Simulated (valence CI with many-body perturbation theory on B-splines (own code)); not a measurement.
**Which ion has this spectrum?**

A relativistic CI+MBPT calculation for an atom or ion with 15 electrons gives these levels (cm⁻¹):

```
  J  Parity       E     g
3/2     odd     0.0  2.00
3/2     odd   27047  0.81
5/2     odd   27456  1.20
1/2     odd   44882  0.67
3/2     odd   45438  1.32
5/2    even  155720  1.60
3/2    even  157698  1.73
1/2    even  158763  2.67
3/2    even  193329  0.80
5/2    even  193527  1.20
3/2    even  222795  1.33
1/2    even  224831  0.70
1/2    even  234078  1.96
3/2    even  245441  0.40
```

The energies are calculated, with errors of perhaps 100 cm⁻¹, more in some levels.

Problem. Which is it?
A. Sc6+
B. Ar3+
C. Ca5+
D. Ti7+

Solution. C. Ca5+, ground level 3s2 3p3 4S°_3/2.
